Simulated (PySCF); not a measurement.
Mg(Et)(SH) (C2H6MgS), SMILES [Mg]([CH2]C)[SH]. Heavy atoms are numbered as in [Mg:1]([CH2:2][CH3:3])[SH:9]. Hydrogens are named by the atom that carries them.

The structure is a stationary point at PBE0-D3(BJ)/def2-SVP. The structure was generated by enumeration; whether it is a known compound was not checked. One conformer was computed; it need not be the lowest.

Method: HF/pcSseg-1 (PySCF).

GIAO shieldings, no solvent; atoms alike by connectivity are averaged. δ = σ(ref) − σ: ¹³C against TMS (σ = 192.6 ppm); ¹H against TMS (σ = 31.99 ppm); ³³S against H2S (σ = 725.2 ppm), references at their B3LYP-D3(BJ)/def2-TZVP geometries, non-relativistic.

```json
[
 {"atoms": "C3 (CH3)", "nucleus": "¹³C", "count": "1", "δ (ppm)": "15.1"},
 {"atoms": "C2 (CH2)", "nucleus": "¹³C", "count": "1", "δ (ppm)": "?"},
 {"atoms": "H on C3", "nucleus": "¹H", "count": "3", "δ (ppm)": "?"},
 {"atoms": "H on C2", "nucleus": "¹H", "count": "2", "δ (ppm)": "?"},
 {"atoms": "H on S9", "nucleus": "¹H", "count": "1", "δ (ppm)": "-0.82"},
 {"atoms": "S9 (SH)", "nucleus": "³³S", "count": "1", "δ (ppm)": "-137.9"}
]
```

Problem. Fill in the missing entries. (The exact figures need the calculation; the answer reports its results.)

Solution. 
- H on C2, δ (ppm): 0.01
- H on C3, δ (ppm): 1.53
- C2 (CH2), δ (ppm): -5.3
